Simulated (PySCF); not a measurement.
The scaffold BH2-X carries different groups X. All species are isolated molecules in the gas phase. One relaxed conformer stands for each flexible species; it need not be the lowest. Strings in code marks are SMILES.

These are B3LYP-D3(BJ)/def2-TZVP // M06-2X/def2-TZVP in PySCF 2.14.0 values and carry that method's errors. All candidates: neutral, multiplicity 1. B3LYP has the VWN-RPA correlation part, as in Gaussian. Excitations are Tamm–Dancoff values on a coarser integration grid. The basis has no diffuse functions, so Rydberg states are missing or too high.

```yaml
HOMO: -8.31 eV
S1 excitation (TDA): 5.89 eV
HOMO–LUMO gap: 7.41 eV
```

Problem. Identify which member has these values.
A. `BCC#N`
B. `BNC`
C. `BF`
D. `BO[SiH3]`

Solution. D, `BO[SiH3]`. The others give `BF`: -9.16 eV, 6.09 eV, 7.72 eV; `BNC`: -7.65 eV, 7.19 eV, 7.67 eV; `BCC#N`: -9.05 eV, 5.58 eV, 6.61 eV
